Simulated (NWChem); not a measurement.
GeN2H6O; SMILES [NH2][GeH]([NH2])[OH]

```xyz
10

Ge    -0.0420     0.0090     0.2602
N     -0.4526     1.6578    -0.3851
N      1.6381    -0.3271    -0.3288
O     -0.9330    -1.3762    -0.4297
H     -0.3355     0.0573     1.7786
H     -1.3095     2.0853    -0.0486
H     -0.3874     1.7573    -1.3943
H      2.3565     0.3232    -0.0280
H      1.9572    -1.2841    -0.2179
H     -1.7702    -1.5329     0.0176
```
Atoms are numbered in this order, from 1.

Computed with NWChem. Geometry: optimised at PBE0/def2-SVP. Level M06-L/def2-SVP: energy and gradient on several grids; changes count from the extra-fine grid, which is no exact limit either.

```
grid     size of the energy change (μHa)  largest change of a gradient component (μHa/bohr)  time, medium = 1 (rough)
-------  -------------------------------  -------------------------------------------------  ------------------------
xcoarse                            20000                                              10000                   about 1
coarse                              2000                                               1000                   about 1
medium                              < 10                                                600                   about 1
fine                                < 10                                                100                   about 1
xfine                               < 10                                               < 30                         2
```
